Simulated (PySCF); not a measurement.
Species: 2-acetylfuran, C6H6O2.
Bonds: C1–C2, C2–O3 (double), C2–C4, C4–C5 (aromatic), C5–C6 (aromatic), C6–C7 (aromatic), C7–O8 (aromatic), C4–O8 (aromatic). Hydrogens: H9, H10, H11 on C1; H12 on C5; H13 on C6; H14 on C7.

Method: PySCF 2.14.0, PBE0-D3(BJ)/def2-SVP geometry optimisation, gas phase; density fitting, grid level 2; the optimiser is geomeTRIC in internal coordinates, started from a GFN2-xTB structure.

Step 0: E = -10394.0250 eV
```
atom  x, y, z in Å  |  force x, y, z in eV/Å
C1     -2.3114    0.1136    0.0623    0.102  -0.149   0.438
C2     -1.2470   -0.2372    1.0696   -0.342   0.131  -0.346
O3     -1.4887   -0.6069    2.1976    0.134  -0.023   0.051
C4      0.1262   -0.0954    0.5851    0.455  -0.197   0.538
C5      1.3201   -0.3279    1.2307   -0.510   0.144  -0.389
C6      2.3355   -0.0327    0.3018   -0.272   0.070  -0.218
C7      1.6939    0.3564   -0.8394    0.168  -0.077   0.208
O8      0.3697    0.3220   -0.6814   -0.217   0.000   0.030
H9     -2.1866    1.1469   -0.2545    0.028   0.398  -0.210
H10    -3.2952   -0.0221    0.5024   -0.314  -0.057   0.185
H11    -2.2076   -0.5197   -0.8160    0.023  -0.193  -0.409
H12     1.4298   -0.6656    2.2405   -0.016  -0.209   0.627
H13     3.3928   -0.1005    0.4544    0.669  -0.019   0.039
H14     2.0678    0.6686   -1.7953    0.093   0.180  -0.544
```

Task: Estimate the geometry and energy of step 1. (The exact step hangs on the optimiser's Hessian estimate; all steps are aligned on step 0, rigid shifts and turns removed.)

Result: E = -10394.0668 eV, largest force 0.232 eV/Å
```
atom  x, y, z in Å  |  force x, y, z in eV/Å
C1     -2.3312    0.1141    0.0628   -0.037   0.038  -0.107
C2     -1.2528   -0.2302    1.0509    0.131  -0.065   0.180
O3     -1.4843   -0.6024    2.1825   -0.026   0.018  -0.050
C4      0.1419   -0.1007    0.5987   -0.145   0.060  -0.166
C5      1.3283   -0.3315    1.2418    0.067  -0.054   0.152
C6      2.3543   -0.0345    0.3044    0.131  -0.016   0.041
C7      1.7146    0.3548   -0.8385   -0.100   0.037  -0.106
O8      0.3836    0.3185   -0.6718    0.044  -0.009   0.024
H9     -2.2257    1.1584   -0.2729   -0.007  -0.029   0.012
H10    -3.3112   -0.0328    0.5327    0.017  -0.001   0.004
H11    -2.2446   -0.5150   -0.8376   -0.006   0.015   0.028
H12     1.4284   -0.6755    2.2702   -0.018   0.021  -0.058
H13     3.4316   -0.0993    0.4522   -0.056   0.002  -0.003
H14     2.0665    0.6756   -1.8177    0.003  -0.017   0.051
```

The energy changes by -0.0418 eV. The first-order estimate −F·Δx gives -0.0944 eV and the mean of the old and new forces, exact on a quadratic surface, -0.0420 eV. The step makes an angle of 61° with the force vector and moves no atom by more than 0.045 Å.

What follows is the cost of the whole optimisation. Hardware: one thread, Intel Xeon 6975P-C (x86_64), shared host. Cost: 42 s, 0.70 GiB resident at most.
